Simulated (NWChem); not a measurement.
System: C2HBCl2; SMILES C(B(Cl)Cl)#C

NWChem input:

```
start job
memory heap 200 mb stack 900 mb global 1100 mb
geometry units angstroms noautoz
  B      0.000547    -0.000020    -0.001314
  C      0.031447    -1.514583     0.001319
  C      0.054775    -2.731673     0.004305
  H      0.075336    -3.807552     0.007413
  Cl     1.490207     0.913895    -0.002596
  Cl    -1.526807     0.849820    -0.002624
end
basis spherical
  B library aug-cc-pvdz
  C library aug-cc-pvdz
  H library aug-cc-pvdz
  Cl library aug-cc-pvdz
end
dft
  xc xpbe96 cpbe96
  iterations 150
  vectors input atomic output neutral.movecs
end
task dft energy
charge 1
dft
  odft
  mult 2
  vectors input atomic output cation.movecs
end
task dft energy
charge -1
dft
  odft
  mult 2
  vectors input atomic output anion.movecs
end
task dft energy
```

The geometry was optimised at PBE0/def2-SVP.

Ions are spin-unrestricted doublets at the neutral geometry; other ion states weren't tried.

Q: Give the results of this calculation. (PBE/aug-cc-pVDZ, vertical spin-unrestricted ions.) Quantities: vertical ionisation energy, ΔSCF (eV); −ε(HOMO) (eV).

A: 
| Item | Result |
|---|---|
| vertical ionisation energy, ΔSCF (eV) | 10.27 |
| −ε(HOMO) (eV) | 7.32 |
